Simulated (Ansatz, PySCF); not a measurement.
Re(O)3(OH) (HO4Re), SMILES [O]=[Re](=[O])(=[O])[OH], multiplicity 1.

Geometry: PBE0-D3(BJ)/def2-SVP. A frequency run showed that this geometry is not a minimum. The spin state was assumed, not searched. The isomer is the one that the SMILES or the coordinates give; other isomers of the formula were not compared. The def2 effective core potentials stand for the cores of Re; spin–orbit coupling is left out. One conformer was computed; it need not be the lowest.

Vertical ionisation energy (IE) and electron affinity (EA) in eV. Rows of orbital energies are one-electron estimates. Where ΔSCF, EOM or ADC give a negative EA the extra electron is unbound and the value depends on the basis.

```
level                                                                    IE     EA
--------------------------------------------------------------------  -----  -----
−ε(HOMO), −ε(LUMO), HF/def2-TZVP (PySCF)                              13.62  -0.94
−ε(HOMO), −ε(LUMO), PBE/def2-TZVP (PySCF)                              7.89   3.13
ΔSCF, PBE0/def2-TZVPD (Ansatz), final states of multiplicity 2 and 2  11.67   0.38
ΔSCF, PBE/def2-TZVPD (Ansatz), final states of multiplicity 2 and 2       …      …
```

### Question
What belongs in the gaps? (An estimate is asked for; the answer gives what the named calculation found.)

### Answer

- ΔSCF, PBE/def2-TZVPD (Ansatz, an electronic-structure program), final states of multiplicity 2 and 2, IE: 11.35
- ΔSCF, PBE/def2-TZVPD (Ansatz), final states of multiplicity 2 and 2, EA: 0.30

### Question
What vertical singlet–triplet gap does ΔSCF give with PBE0/def2-TZVPD (Ansatz) and with PBE/def2-TZVPD (Ansatz)? (The exact figures need the calculation; the answer reports its results.)

### Answer
4.36 and 4.59 eV (triplet above singlet where positive).
